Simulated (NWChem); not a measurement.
C2H4F2Si; SMILES FC(F)=C[SiH3]

```xyz
9

F      1.2533    -1.0163     0.0000
C     -0.0740    -0.9499     0.0000
F     -0.5750    -2.1762     0.0000
C     -0.7720     0.1790     0.0000
Si     0.0127     1.8745     0.0000
H     -1.8515     0.0627     0.0000
H      0.8620     2.0852    -1.2026
H     -1.0800     2.8814     0.0000
H      0.8620     2.0852     1.2026
```
Atoms are numbered in this order, from 1.

Computed with NWChem. Medium grid unless said otherwise, to which SCAN and Minnesota functionals are sensitive. The geometry was optimised at B3LYP/6-31G* (spherical d). Total energies of different functionals are on different scales.

```csv
level,energy (Ha),highest occupied level (eV),orbital gap (eV),dipole (D)
PBE/def2-TZVP,-567.4524,-6.59,5.21,0.76
B3LYP/def2-TZVP,-567.9193,(withheld),(withheld),0.92
PW6B95/def2-TZVP,-568.4619,-7.98,7.57,0.97
PBE0/def2-TZVP,-567.4853,-7.86,7.42,0.90
TPSSh/def2-TZVP,-567.9152,-7.16,6.29,0.86
r2SCAN/def2-TZVP,-567.7392,-6.85,5.68,0.80
```

Q: Complete the blanks.

A: 
- B3LYP/def2-TZVP, highest occupied level (eV): -7.65
- B3LYP/def2-TZVP, orbital gap (eV): 6.96
